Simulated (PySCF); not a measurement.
**Diatomics of Bi with group 14**

CCSD(T) with double-zeta basis sets in PySCF, for the lowest determinant that a PBE0 search found; no spin–orbit coupling. De refers to high-spin ground-configuration atoms.

```csv
M,basis,"reference, frozen orbitals",state (unpaired electrons),Re (Å),ωe (cm⁻¹),De (eV)
Si,def2-SVP,"UHF, 9",doublet (π ↑),2.507,354,1.94
Ge,cc-pVDZ-PP,"UHF, 8",doublet (π ↑),2.577,229,1.82
Sn,def2-SVP,"UHF, 8",doublet (π ↑),2.768,178,1.63
Pb,def2-SVP,"ROHF, 8",doublet (π ↑),2.848,144,1.51
```

Question: By what factor does the bond length vary along the series?

Answer: At CCSD(T) it runs from 2.507 Å (SiBi) to 2.848 Å (BiPb), a factor of 1.14.

The rows differ in basis set, which adds steps of its own.

Down a group the atoms grow and get heavier, so bonds lengthen and wavenumbers fall; this series shows no clear exception.

Correlated steps freeze the inner cores (8 to 9 orbitals); shallow outer-core shells are correlated. UHF and ROHF references stand side by side, which adds small steps between rows. Correlated levels converge slowly with the basis: in double zeta they bind strong bonds too weakly, by up to about 1 eV, and carry superposition errors of some tenths. These are scalar-relativistic numbers at best; spin–orbit coupling would shift them, the dissociation energy most. States were picked by a PBE0 search and need not be the measured ground states.
